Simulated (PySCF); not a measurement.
Delta-SCF ions had no search for a lower state. Excitations are Tamm–Dancoff values on a coarser integration grid. The basis has no diffuse functions, so Rydberg states are missing or too high.

## H₆OSi₃, SMILES `O=[SiH][SiH2][SiH3]` (O–Si–Si–Si torsion 8°) (charge 0, multiplicity 1)

Calculation: r2SCAN-D4/def2-TZVP run with PySCF.

- HOMO: -6.58 eV
- dipole moment: 0.727 e·Å
- HOMO–LUMO gap: 3.50 eV
- LUMO: -3.09 eV
- S1 excitation (TDA): 3.60 eV
- S1 oscillator strength: 0.002
- T1 excitation (TDA): 3.03 eV
- S1–T1 gap (TDA): 0.57 eV
- vertical ionisation energy (Delta-SCF): 9.43 eV
- total energy: -947.2426 Ha
- cost: around 10 core-minutes (rough)

```xyz
10

O      1.5900     2.1811    -0.3800
Si     1.9674     0.7066    -0.2288
Si     0.3054    -0.9453    -0.1250
Si    -1.7421     0.1730     0.0349
H      3.3959     0.2659    -0.1388
H      0.4122    -1.7713    -1.3611
H      0.5846    -1.8321     1.0396
H     -1.7384     1.0111     1.2588
H     -1.9223     1.0226    -1.1665
H     -2.8527    -0.8116     0.1172
```
